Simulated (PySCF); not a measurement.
# Fe(14+): ionisation energy

Fe(14+) [Ne] 3s2 (1S) → Fe(15+) [Ne] 3s1 (2S), as a difference of total energies. Computed with PySCF 2.14 in an uncontracted even-tempered set (17 s from 1.1 bohr⁻², ratio 2.5; 11 p from 1.4 bohr⁻², ratio 2.5; 5 d from 5.7 bohr⁻², ratio 2.7; 4 f from 8.5 bohr⁻², ratio 2.7), with the non-relativistic Hamiltonian (point nucleus). Correlated levels: outer shells: 1s2 frozen; virtual orbitals above 40 to 60 times the deepest correlated orbital energy dropped. The calculations carry no spin-orbit coupling.

Problem. Order these methods by the ionisation energy they give, lowest first.
A. CCSD (outer shells)
B. SCS-MP2 (outer shells)
C. UHF
D. MP2 (outer shells)

Solution. C (449.41 eV), D (451.71 eV), B (451.96 eV), A (452.28 eV).

These non-relativistic numbers lack the scalar-relativistic shift.

For comparison: 456.2 ± 0.5 eV (measured; NIST Atomic Spectra Database, ionization energies).
